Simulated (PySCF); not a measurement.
C2H7Si, SMILES C[SiH]C, multiplicity 2. Geometry: PBE0-D3(BJ)/def2-SVP. The isomer is the one that the SMILES or the coordinates give; other isomers of the formula were not compared.

Computed equilibrium geometry at PBE0-D3(BJ)/def2-SVP (PySCF confirms it by a frequency run) as bond lengths and angles, and its point group:
point group Cs.
Atoms: C1 Si2 C3 H4 H5 H6 H7 H8 H9 H10. Bond lengths (Å): C1–Si2 1.886, C1–H4 1.104, C1–H5 1.100, C1–H6 1.101, Si2–C3 1.886, Si2–H7 1.502, C3–H8 1.104, C3–H9 1.100, C3–H10 1.101. Bond angles (°): Si2–C1–H4 110.6, Si2–C1–H5 111.2, Si2–C1–H6 111.0, H4–C1–H5 108.0, H4–C1–H6 107.9, H5–C1–H6 108.1, C1–Si2–C3 111.8, C1–Si2–H7 110.3, C3–Si2–H7 110.3, Si2–C3–H8 110.6, Si2–C3–H9 111.2, Si2–C3–H10 111.0, H8–C3–H9 108.0, H8–C3–H10 107.9, H9–C3–H10 108.1.
Charge 0, spin multiplicity 2.
